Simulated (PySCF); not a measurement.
CH₅AlS₂, SMILES [CH3][Al]([SH])[SH].

The structure is a stationary point at PBE-D3(BJ)/def2-SVP. The structure was generated by enumeration; whether it is a known compound was not checked. The values are those of a single conformer.

Computed with PBE-D3(BJ)/def2-SVP (PySCF).

Frequencies are harmonic and unscaled.

| mode | ν (cm⁻¹) | IR (km/mol) | moving atoms (share of kinetic energy) |
|---|---|---|---|
| 1 | 4 | 0.0 | H 99 % |
| 2 | 136 | 12.3 | S 61 %, Al 19 %, H 12 %, C 9 % |
| 3 | 137 | 1.0 | C 37 %, S 28 %, H 27 % |
| 4 | 167 | 9.1 | Al 66 %, H 15 %, S 13 % |
| 5 | 181 | 0.1 | H 98 % |
| 6 | 257 | 38.4 | H 94 % |
| 7 | 377 | 11.2 | S 69 %, C 17 %, Al 10 % |
| 8 | 514 | 42.6 | Al 46 %, H 29 %, S 24 % |
| 9 | 566 | 2.6 | H 82 %, S 9 % |
| 10 | 615 | 31.1 | H 65 %, C 20 %, Al 8 % |
| 11 | 638 | 24.4 | H 77 %, C 18 % |
| 12 | 686 | 46.7 | H 40 %, Al 39 %, C 20 % |
| 13 | 712 | 122.0 | H 65 %, Al 16 %, C 15 % |
| 14 | 1164 | 15.8 | H 80 %, C 20 % |
| 15 | 1373 | 0.9 | H 96 % |
| 16 | 1376 | 3.3 | H 95 % |
| 17 | 2621 | 2.0 | H 97 % |
| 18 | 2624 | 1.3 | H 97 % |
| 19 | 2971 | 0.8 | H 97 % |
| 20 | 3066 | 1.5 | H 91 %, C 9 % |
| 21 | 3080 | 1.9 | H 91 %, C 9 % |
